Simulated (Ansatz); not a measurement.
`BSB` + `OCF` → `BOCF` + `BS` at 600 K and 1 bar (ligand exchange at a B–S bond).

Isolated molecules relaxed with PBE0-D4/def2-TZVP in Ansatz; ΔE leaves out vibrations. CCSD(T)/CBS adds triple-zeta CCSD(T) − MP2 to the extrapolated MP2 energy (def2 sets, frozen cores). This one scheme is used for every species. One conformer a species, not always the lowest.

| species | CCSD(T)/CBS energy (Eh) | H − E (kJ/mol) | S (J/(mol·K)) |
| --- | --- | --- | --- |
| `BSB` | -449.77944 | 155.3 | 334.5 |
| `OCF` | -214.81254 | 149.8 | 300.3 |
| `BOCF` | -240.23545 | 191.7 | 349.5 |
| `BS` | -424.38198 | 108.7 | 286.1 |

H − E and S are ideal-gas, rigid-rotor, harmonic terms from PBE0-D4/def2-TZVP, for one conformer and one mirror image of each species. 1 Eh = 2625.50 kJ/mol, R = 8.31446 J/(mol·K).

Question: By hand: ΔE, ΔH, ΔS and ΔG.

Answer: ΔE = (-240.23545) + (-424.38198) − (-449.77944) − (-214.81254) = -0.02545 Eh = -66.8 kJ/mol. Δ(H − E) = 191.7 + 108.7 − 155.3 − 149.8 = -4.7, so ΔH = -71.5 kJ/mol. ΔS = 349.5 + 286.1 − 334.5 − 300.3 = 0.8 J/(mol·K). ΔG = -71.5 − 600 × (0.8)/1000 = -72.0 kJ/mol.

Question: By hand: the equilibrium constant, and the temperature at which ΔG would vanish if ΔH and ΔS stayed fixed.

Answer: log₁₀ K = −ΔG/(RT ln 10) = 6.3. ΔH and −TΔS have one sign here, so there is no such temperature. One of them is within its doubt of zero, so this could turn.

The number of gas molecules stays the same, so ΔS is small and ΔH decides. A doubt of 5 kJ/mol in ΔE shifts log₁₀ K by 0.4 here. Other conformers and mirror images would add mixing entropy, several J/(mol·K) or more a flexible species. These are equilibria of isolated gas molecules and say nothing of rates. Largest T1 diagnostic: 0.015 (customary marks: 0.02 for closed shells, 0.045 for open ones).
